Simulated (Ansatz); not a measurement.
Correlation energies of `ClCI` by basis set

```xyz
5

Cl    1.421    0.599    0.780
C    -0.032    0.165   -0.101
I    -0.730   -1.812    0.304
H     0.173    0.209   -1.165
H    -0.832    0.839    0.182
```

Total charge 0; spin multiplicity 1. Correlated methods include outer-core shells of I, which these sets cover unevenly. I takes the def2 core potential. The structure was optimised at the PBE0-D4/def2-TZVP level. Frozen core, restricted reference, Ansatz.

```json
{"basis": "def2-SVP", "HF (Eh)": "-794.99099", "MP2 corr.": "-0.39772"}
{"basis": "def2-TZVPP", "HF (Eh)": "-795.20894", "MP2 corr.": "-0.86340"}
{"basis": "def2-QZVPP", "HF (Eh)": "-795.22497", "MP2 corr.": "-1.06537"}
```

Question: Estimate the CCSD correlation energy and the (T) correction in each basis where they were run (hartree).

Answer: 
```
     basis  CCSD corr.       (T)
  def2-SVP    -0.42793  -0.01132
def2-TZVPP    -0.85836  -0.02757
```
